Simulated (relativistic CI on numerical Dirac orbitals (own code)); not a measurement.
Au⁴⁺: L2,3 absorption edge

Computed with this model: Dirac-Coulomb-Breit CI, orbitals from a KLI potential per configuration, model QED (radiative potential, 1s self-energy scaled to tabulated hydrogen-like ionisation energies), valence Slater integrals scaled by 0.8, multiplet model of core-to-valence dipole absorption; configurations [Xe] 4f14 5d7 → [He] 2s2 2p5 3s2 3p6 3d10 4s2 4p6 4d10 4f14 5s2 5p6 5d8; 80 K; Lorentzian 7.5 eV and Gaussian 1 eV FWHM. Energies are those of the free ion, without screening or charge transfer. The branching ratio is the share of the lower-energy edge in the whole absorption, uncertain by about 0.02 where the edges overlap. S is read from ⟨S²⟩ = S(S + 1).

Field parameters in Wybourne normalisation: D3d B²₀ = −7Dσ, B⁴₀ = −14Dq − 21Dτ, B⁴₃ = −14√(10/7) Dq. The field is a parameter set, without covalency.

free ion: ground-state S = 1.35, centroid 11972.63 eV, branching ratio 0.970. Peaks (eV, height): 11918.0 (100).

D3d, 10Dq = 43150, Dσ = -270, Dτ = 400 cm⁻¹: ground-state S = 0.58, centroid 12232.63 eV, branching ratio 0.828. Peaks (eV, height): 11920.0 (100), 13736.0 (20).

The statistical ratio of this edge is 2/3 = 0.667. Values above it arise where the holes sit mainly in the j = l + 1/2 valence subshell or the ground state has high spin; values below it where core-valence Coulomb terms move weight to the upper edge, as in nearly empty shells. At deep edges of heavy elements the radial integrals of the two core levels differ, which raises the baseline.

Strongest unbroadened transitions for free ion:

```
Energy (eV)  Relative strength
   11917.30               13.7
   11917.63              100.0
   11917.78               38.3
   11918.55               69.6
   11919.25                0.9
   11919.46                0.1
   11920.27                8.6
   11921.09                0.0
   11922.08                0.5
   13733.95                2.8
   13733.98                4.1
   13735.60                0.2
```
